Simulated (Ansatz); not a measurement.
Stretching the Se1–H2 bond in H2OSe (SMILES O[SeH]) (multiplicity 1 held, fragments rigid). Energies count from the point at 1.482 Å.
Geometry at that point (charge 0, multiplicity 1):
```csv
atom,x (Å),y (Å),z (Å)
Se,-0.2423,-0.0634,0.2813
H,-1.3282,-0.3874,-0.6732
O,1.0652,0.1787,-0.9608
H,1.0461,1.1122,-1.2051
```

Restricted levels (R-, RO-) in cc, def2 and unpolarised 6-31G sets keep to the state of the molecule at rest. Unrestricted levels (U-) break spin symmetry where that is lower. Curves can end on different states.

Cores are frozen in the correlated methods. Filled d and f shells under p-block atoms count as core.

Run with Ansatz (an electronic-structure program). Values without a source in brackets are computed.

Problem. One of these levels gives 53.82 kcal/mol for the energy at R = 4.741 Å. Name it.
(A) R-HF/cc-pVTZ
(B) U-SCS-MP2/cc-pVTZ
(C) R-MP2/cc-pVTZ
(D) U-HF/cc-pVTZ

Solution. D, U-HF/cc-pVTZ. The others give 168.23 (R-HF/cc-pVTZ), 90.93 (R-MP2/cc-pVTZ), 74.46 (U-SCS-MP2/cc-pVTZ)

Doubts at one or more of the structures used: a restricted determinant that unrestricted orbitals would lower (R-HF/cc-pVTZ, R-MP2/cc-pVTZ); a spin-contaminated determinant (U-HF/cc-pVTZ, U-SCS-MP2/cc-pVTZ).
